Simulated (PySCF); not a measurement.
W(O)(S)(Br)(OH) (BrHO₂SW), SMILES [W]([Br])(=[S])([OH])=[O], multiplicity 1.

Geometry: PBE-D3(BJ)/def2-SVP. The multiplicity is an assumed one; no other spin state was optimised. The structure was generated by enumeration; whether it is a known compound was not checked. The def2 effective core potentials stand for the cores of W; spin–orbit coupling is left out. The values are those of a single conformer.

Method: PBE/def2-TZVP (PySCF).

Computed frontier levels, gap, dipole moment and polarisability:
```json
{
 "highest_occupied_level": "-6.62 eV",
 "lowest_empty_level": "-3.61 eV",
 "orbital_gap": "3.01 eV",
 "dipole_moment": "0.579 e·Å",
 "quadrupole, principal values (traceless, Buckingham form, about the centre of nuclear charge)": "-8.52, -3.47, 12.00 D·Å",
 "mean_static_polarisability": "87.6 bohr³ (12.97 Å³)",
 "polarisability_principal_values": "68.2, 86.2, 108.2 bohr³"
}
```
